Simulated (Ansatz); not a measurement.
Harmonic frequencies (cm⁻¹) at PBE0-D4/def2-TZVP from Ansatz: 36, 60, 109, 116, 122, 129, 150, 165, 235, 265, 300, 306, 338, 353, 361, 379, 482, 563, 599, 645, 656, 695, 821, 1129, 1152, 1157, 1169, 1174, 1188, 1448, 1450, 1467, 1469, 1472, 1472, 3026, 3031, 3110, 3111, 3129, 3142, 3847.

Each molecule was computed in one conformer, which needn't be the lowest.

Q: Which molecule is it?
A. `C[N](C)[Mo](=[O])(=[O])[F]`
B. `C[O][Mo]([OH])([F])([F])([Cl])[O]C`
C. `[OH][Mo]([OH])([OH])([OH])=[S]`
D. `C[O][Mo]([OH])([F])([F])([F])[F]`

A: B.
